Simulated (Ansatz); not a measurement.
Gas-phase electronic energies from Ansatz, PBE0-D4/def2-TZVP geometries. CCSD(T)/CBS adds triple-zeta CCSD(T) − MP2 to the extrapolated MP2 energy (def2 sets, frozen cores). This one scheme is used for every species. DFT in def2-TZVPP. HSE06 is defined as in plane-wave codes. One conformer a species, not always the lowest.

Reaction (substitution at a C–O bond): `OBCOB(F)F` + `[SiH3]S` → `OBCS[SiH3]` + `OB(F)F`

`OBCOB(F)F`:

```xyz
11

O     1.501   -0.201   -1.755
B     0.918    0.872   -1.197
C    -0.079    0.686    0.008
O    -0.195   -0.711    0.319
B    -0.984   -1.150    1.310
F    -1.704   -0.331    2.063
F    -1.053   -2.446    1.552
H     1.216   -1.014   -1.317
H     1.173    1.957   -1.634
H     0.270    1.239    0.888
H    -1.064    1.099   -0.238
```

`[SiH3]S`:

Cartesian coordinates in Å:
```
Si 0.258 -0.460 0.003
S -1.060 1.058 0.728
H -0.194 -0.999 -1.305
H 0.213 -1.526 1.032
H 1.647 0.045 -0.142
H -0.865 1.882 -0.316
```

`OBCS[SiH3]`:

Z-matrix (Å, degrees):
```
C
B 1 1.570
S 1 1.828 2 108.3
H 1 1.092 2 111.6 3 -121.9
H 1 1.096 2 109.1 3 118.1
O 2 1.351 1 118.2 3 131.5
H 2 1.202 1 121.4 3 -49.0
Si 3 2.124 1 98.7 2 -177.5
H 6 0.960 2 113.4 1 179.2
H 8 1.488 3 111.1 1 60.1
H 8 1.484 3 106.8 1 -179.8
H 8 1.488 3 110.8 1 -59.9
```

`OB(F)F`:

Z-matrix (Å, degrees):
```
B
O 1 1.345
F 1 1.327 2 122.2
F 1 1.317 2 119.5 3 -180.0
H 2 0.960 1 113.5 3 -0.0
```

```tsv
level	ΔE (kJ/mol)
revPBE-D4	-37.9
HSE06-D4	-35.6
BHLYP-D4	-28.2
ωB97X-V	-27.9
revPBE	-34.3
r2SCAN0	-32.7
CAM-B3LYP	-21.4
HF/def2-QZVPP	-21.5
```

Q: What does CCSD(T)/CBS give? (Best estimate.)

A: Computed: -35.7 kJ/mol. The listed levels differ from it by -2.2, 0.1, 7.5, 7.8, 1.4, 3.0, 14.3, 14.2 kJ/mol.

Largest T1 diagnostic among the species: 0.013.

In def2-TZVPP, CCSD(T) changes the Hartree–Fock value by −10.6 kJ/mol (the triples alone add −2.3 kJ/mol) and MP2 by −20.2 kJ/mol. The D4 term adds −4.0 kJ/mol with B3LYP and −2.1 kJ/mol with PBE0; it sums over pairs of atoms, weighted by their polarisabilities, and B3LYP, whose exchange is more repulsive, gets the larger term. At CCSD(T), def2-SVP lies +15.4 kJ/mol from the extrapolated value and def2-TZVPP +3.3 kJ/mol.

CCSD(T)/CBS has its own doubt, a few kJ/mol and more with outer-core shells, so smaller differences from it don't rank the levels.

B3LYP here is the variant with VWN-RPA as its local correlation; programs differ in this.
